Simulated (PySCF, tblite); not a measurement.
Species: C₆H₉OS (doublet state).
Z-matrix (Å and degrees, GFN2-xTB geometry), rows numbered from 1:
```
O 
C   1  1.1949
C   2  1.5080  1  125.58
C   3  1.5010  2  109.69  1   127.29
C   4  1.3246  3  126.52  2    88.14
C   5  1.4971  4  127.32  3     0.63
C   6  1.5294  5  111.08  4  -115.34
S   7  1.8050  6  112.69  5    67.77
H   2  1.1137  1  121.83  3   179.11
H   3  1.0907  2  109.37  1     5.46
H   3  1.0924  2  107.06  1  -112.46
H   4  1.0809  3  114.49  2   -89.70
H   5  1.0827  4  118.61  3  -178.76
H   6  1.0900  5  111.61  4     6.52
H   6  1.0949  5  108.96  4   126.15
H   7  1.0914  6  110.75  5   -52.02
H   7  1.0915  6  110.55  5  -173.02
```

Jobs on this species (17 atoms, 69 electrons) with PySCF (density fitting) and tblite. Hardware of each: one thread, Arm Neoverse N1 (aarch64) (shared host). Other jobs ran on the host; a repeat could differ by tens of per cent or more.

| level and settings | work | basis functions | SCF cycles | wall time |
| --- | --- | --- | --- | --- |
| GFN2-xTB | Hessian by finite differences | – | – | ? |
| GFN2-xTB | L-BFGS relaxation | – | – | 1.8 s |
| UKS B3LYP, pcH-1 on C H O S, non-relativistic, mean-field spin-orbit, GIAO | unrestricted SCF, g, hyperfine, density and orbital grids written | 300 | 22 | 3.5 min |

Task: Fill in the missing figures.

Result: 
- GFN2-xTB; Hessian by finite differences: 1.1 s

Task: What do all jobs in the table cost together?

Result: About 3.5 min; the longest takes about 99 % of that, and about 190 times as long as the shortest.
